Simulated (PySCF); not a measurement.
C4H5, SMILES C([CH2])#CC, multiplicity 2.

Geometry: ωB97X-D3(BJ)/def2-SVP.

Computed with PySCF with B3LYP/def2-TZVPD.

Isolated molecule, no solvent.

| Property | Value |
|---|---|
| total energy | -155.39219 hartree |
| α spin, highest occupied and lowest empty level | -5.53 and 0.02 eV |
| β spin, highest occupied and lowest empty level | -7.15 and -2.41 eV |
| dipole moment | 0.204 e·Å |
| quadrupole, principal values (traceless, Buckingham form, about the centre of nuclear charge) | -4.36, -1.65, 6.01 D·Å |
| mean static polarisability | 54.8 bohr³ (8.12 Å³) |
| polarisability, principal values | 37.4, 38.7, 88.3 bohr³ |
| ⟨S²⟩ | 0.769 (pure state 0.75) |
